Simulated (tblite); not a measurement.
Species: C₈H₅ (doublet state).
Numbering: `[CH:1]#[C:2][C:3]#[C:4][C:5]=[CH:6][CH:7]=[CH2:8]` (hydrogens: H9 on C1; H10 on C6; H11 on C7; H12, H13 on C8)
Bond orders are those of one Lewis drawing.

Computed with GFN2-xTB (tblite), gas phase: L-BFGS steps from a force-field or distance-geometry start until the largest atomic force falls under 0.01 eV/Å.

Step 41: E = -528.4394 eV
```
atom  x, y, z in Å  |  force x, y, z in eV/Å
C1      2.8185    3.4229    0.6935    0.301  -0.131  -0.102
C2      2.6593    2.2660    0.3347   -0.133   0.296   0.122
C3      2.2640    1.0381   -0.0081   -0.002   0.344   0.121
C4      1.4790    0.0791   -0.1827   -0.071  -0.107  -0.042
C5      0.7322   -0.9496   -0.3983   -0.187  -0.073   0.029
C6     -0.3452   -1.7041   -0.4475   -0.047  -0.180  -0.049
C7     -1.6687   -1.2900   -0.0439   -0.043  -0.086  -0.022
C8     -2.7006   -2.1299   -0.1224   -0.062   0.049   0.021
H9      3.1175    4.4000    0.9648   -0.103  -0.301  -0.079
H10    -0.3367   -2.7286   -0.8038    0.385   0.007  -0.074
H11    -1.7772   -0.2832    0.3181   -0.061   0.172   0.072
H12    -2.5427   -3.1352   -0.4931   -0.216   0.120   0.083
H13    -3.7038   -1.8463    0.1710    0.239  -0.111  -0.079
```

Step 42: E = -528.4478 eV
```
atom  x, y, z in Å  |  force x, y, z in eV/Å
C1      2.8897    3.4477    0.6910   -0.060  -1.231  -0.413
C2      2.6426    2.2940    0.3497    0.012   0.869   0.265
C3      2.1780    1.0902    0.0227   -0.010   0.266   0.120
C4      1.3983    0.1273   -0.1525   -0.106  -0.284  -0.078
C5      0.6929   -0.9320   -0.3800   -0.114   0.014   0.008
C6     -0.3625   -1.7186   -0.4506    0.292  -0.198  -0.104
C7     -1.6863   -1.3222   -0.0521    0.513   0.238  -0.012
C8     -2.7032   -2.1565   -0.1290   -0.418  -0.182  -0.009
H9      3.2580    4.3911    0.9317    0.083   0.268   0.087
H10    -0.3217   -2.7435   -0.8123    0.366   0.120  -0.032
H11    -1.7890   -0.3282    0.3068   -0.137   0.673   0.253
H12    -2.5026   -3.1383   -0.5032   -0.378  -0.392  -0.053
H13    -3.6985   -1.8719    0.1599   -0.042  -0.161  -0.031
```

Step 43: E = -528.4725 eV
```
atom  x, y, z in Å  |  force x, y, z in eV/Å
C1      2.9599    3.4706    0.6840    0.360  -0.215  -0.152
C2      2.6742    2.3247    0.3560   -0.037   0.560   0.159
C3      2.1664    1.1350    0.0405   -0.305  -0.087   0.064
C4      1.3766    0.1727   -0.1313   -0.092  -0.270  -0.081
C5      0.6528   -0.8825   -0.3552    0.037   0.303   0.080
C6     -0.3849   -1.6934   -0.4377    0.072  -0.047  -0.008
C7     -1.7341   -1.3372   -0.0474    0.179  -0.071  -0.049
C8     -2.7234   -2.2221   -0.1472    0.020   0.286   0.056
H9      3.4167    4.4067    0.9044   -0.307  -0.496  -0.089
H10    -0.3071   -2.7176   -0.8078    0.304   0.253   0.026
H11    -1.8847   -0.3394    0.3224   -0.071   0.193   0.076
H12    -2.4752   -3.1957   -0.5283   -0.376  -0.218   0.005
H13    -3.7415   -1.9827    0.1297    0.217  -0.191  -0.089
```

Step 44: E = -528.4814 eV
```
atom  x, y, z in Å  |  force x, y, z in eV/Å
C1      2.9283    3.4479    0.6822    0.122  -0.218  -0.102
C2      2.6531    2.3106    0.3547   -0.109  -0.071  -0.031
C3      2.1962    1.1107    0.0256   -0.563  -0.616  -0.067
C4      1.4162    0.1365   -0.1497    0.064   0.044  -0.020
C5      0.6794   -0.9066   -0.3710    0.175   0.345   0.089
C6     -0.3671   -1.7017   -0.4427   -0.131   0.013   0.039
C7     -1.7067   -1.3127   -0.0440   -0.201  -0.215  -0.031
C8     -2.7177   -2.1863   -0.1373    0.231   0.346   0.049
H9      3.2965    4.3851    0.9217    0.163   0.499   0.148
H10    -0.2993   -2.7221   -0.8099    0.235   0.103  -0.011
H11    -1.8387   -0.2996    0.3252   -0.022  -0.194  -0.058
H12    -2.5078   -3.1773   -0.5160   -0.267   0.049   0.074
H13    -3.7367   -1.9454    0.1434    0.304  -0.087  -0.080
```

Task: Estimate the geometry and energy of step 45. (The exact step hangs on the optimiser's Hessian estimate; all steps are aligned on step 44, rigid shifts and turns removed.)

Result: E = -528.5040 eV, largest force 0.510 eV/Å
```
atom  x, y, z in Å  |  force x, y, z in eV/Å
C1      2.9087    3.4436    0.6853    0.365   0.354   0.039
C2      2.5956    2.3130    0.3671   -0.046  -0.028  -0.035
C3      2.1224    1.1188    0.0393   -0.009   0.061   0.065
C4      1.3926    0.1231   -0.1477   -0.186  -0.198  -0.066
C5      0.6914   -0.9349   -0.3859    0.086   0.124   0.049
C6     -0.3562   -1.7246   -0.4510   -0.002  -0.036  -0.015
C7     -1.6806   -1.3115   -0.0473   -0.051  -0.071  -0.021
C8     -2.7010   -2.1629   -0.1330    0.189   0.111  -0.014
H9      3.3311    4.3809    0.9141   -0.130  -0.144  -0.006
H10    -0.2893   -2.7406   -0.8173    0.173  -0.026  -0.043
H11    -1.7869   -0.2966    0.3157   -0.060  -0.100  -0.013
H12    -2.5311   -3.1568   -0.5049   -0.108  -0.147  -0.023
H13    -3.7008   -1.9124    0.1476   -0.220   0.099   0.083
```

The energy changes by -0.0225 eV. The first-order estimate −F·Δx gives -0.0508 eV and the mean of the old and new forces, exact on a quadratic surface, -0.0229 eV. The step makes an angle of 75° with the force vector and moves no atom by more than 0.076 Å.

The cost below is that of the whole relaxation. On one thread, Arm Neoverse V1 (aarch64), shared host, this took 0.43 s.
